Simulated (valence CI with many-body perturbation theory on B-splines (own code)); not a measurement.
Basis-set convergence for C II

Calculated by relativistic CI+MBPT: three valence electrons over a frozen Dirac-Fock core [He], radial functions for each j: 9 s, 9 p, 8 d, 6 f, 3 g, 1 h, with the one-electron correlation potential Σ1 (screened to all orders), the two-electron term Σ2, the three-electron term Σ3, Breit, model QED; selected single and double excitations, second order for the rest, scaled by the run's own slope (own B-spline code, finite nucleus).

Set against measurement, 29 paired levels are off by 66 cm⁻¹ on average, the worst by 148. These come from a selection out of the NIST Handbook of Basic Atomic Spectroscopic Data. Levels without a partner in it may be off by more.

The reference run has the lowest level 2s2 2p 2P°_1/2 and an ionisation energy of 24.3731 eV. Its largest variational space holds 14231 state functions.

Changed runs:
A. basis 6 s, 6 p, 5 d, 3 f, 1 g
B. basis 5 s, 5 p, 4 d, 2 f

Excitation energies of the reference run in cm⁻¹, and shifts in cm⁻¹:

| Level | Reference | A | B |
| --- | --- | --- | --- |
| 2s2 2p 2P°_3/2 | 63.2 | -0.1 | 0 |
| 2s 2p2 4P_1/2 | 42933 | -76 | -226 |
| 2s 2p2 4P_3/2 | 42955 | -76 | -226 |
| 2s 2p2 4P_5/2 | 42984 | -76 | -226 |
| 2s 2p2 2D_5/2 | 74997 | +71 | +257 |
| 2s 2p2 2D_3/2 | 75000 | +71 | +256 |
| 2s 2p2 2S_1/2 | 96630 | +154 | +387 |
| 2s 2p2 2P_1/2 | 110773 | +112 | +345 |
| 2s 2p2 2P_3/2 | 110812 | +114 | +346 |
| 2s2 3s 2S_1/2 | 116504 | -22 | -87 |
| 2s2 3p 2P°_1/2 | 131659 | -36 | -144 |
| 2s2 3p 2P°_3/2 | 131670 | -36 | -145 |
| Ionisation energy (eV) | 24.3731 | -0.0115 | -0.0349 |
